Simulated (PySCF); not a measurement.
Spin states of NaGa

Unrestricted PBE0; Na aug-pcseg-1, Ga aug-pcseg-1; no relativity (PySCF 2.14). Outer shells of the fragments: Na 3s1; Ga 3d10 4s2 4p1.

Followed along the bond (rough minima from three points):

```
2Ms+1  unpaired  ⟨S²⟩ at the start  R at minimum (Å)  Te (eV)
    1      none               0.00              3.13     0.00
    3  σ ↑, π ↑               2.00              2.98     0.14
    1  σ ↑, π ↓               1.01              3.06     0.32
    3      σ ↑↑               2.00  none in the scan   ≤ 0.75
    3      π ↑↑               2.00  none in the scan   ≤ 1.09
```

Solutions found at the starting distance of 2.780 Å, counted from the lowest of them; the search is not exhaustive and high or unbound solutions are not listed, so other states can lie among these:

| 2Ms+1 | unpaired | term | E (eV) | ⟨S²⟩ | ⟨Lz²⟩ | μ (D) |
| --- | --- | --- | --- | --- | --- | --- |
| 1 | none | ¹Σ⁺ | 0.00 | 0.00 | 0.00 | -2.58 |
| 3 | σ ↑, π ↑ | ³Π | 0.05 | 2.00 | 1.00 | -4.54 |
| 1 | σ ↑, π ↓ | mixed | 0.24 | 1.01 | 1.00 | -4.20 |
| 3 | π ↑↑ | ³Σ⁻ | 0.97 | 2.00 | 0.00 | -7.03 |
| 3 | σ ↑↑ | ³Σ⁺ | 1.12 | 2.00 | 0.00 | 4.30 |
| 1 | π ↑↓ | mixed | 1.17 | 1.01 | 2.01 | -6.77 |
| 1 | none | mixed | 1.72 | 0.00 | 2.00 | -5.88 |
| 3 | π ↑↑ | mixed | 3.02 | 2.00 | 2.01 | 3.15 |

A term symbol is given only where ⟨S²⟩ and ⟨Lz²⟩ are close to those of a pure state; real π, δ and φ orbitals otherwise mix terms. A positive dipole means Na(−)Ga(+).

Problem. Compare the gap between the two lowest followed solutions at the starting distance with the gap between their minima.

Solution. At PBE0 the second solution (triplet, unpaired electrons σ ↑, π ↑) lies +0.05 eV from the first (singlet, closed shell) at 2.780 Å and +0.14 eV at the minima; the two curves relax by different amounts, since their minima lie near 2.98 and 3.13 Å.

Counting both spins, an empty level lies below a filled one in some of these solutions, because spin and occupation are held.
